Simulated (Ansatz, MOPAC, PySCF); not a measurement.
System: PbBr (charge +1, singlet). SMILES: [Pb+][Br]
Geometry: optimised at B3LYP-D3(BJ)/def2-TZVP (Ansatz, a quantum-chemistry and plane-wave program).

Unscaled harmonic wavenumbers (cm⁻¹) in rising order, each level at the stationary point that it reaches from this structure (no distance between atoms moves by over 0.3 Å); the order of modes can differ between levels, and a negative number is imaginary. B3LYP-D3(BJ)/def2-TZVP (PySCF, at the structure above): 253.

AM1 (MOPAC): 167. Zero-point energy 0.2 against 0.4 kcal/mol.

PM7 (MOPAC): 254. Zero-point energy 0.4 against 0.4 kcal/mol.

HF/LANL2DZ (Ansatz): 240. Zero-point energy 0.3 against 0.4 kcal/mol.

B3LYP/LANL2DZ (Ansatz): 232. Zero-point energy 0.3 against 0.4 kcal/mol.
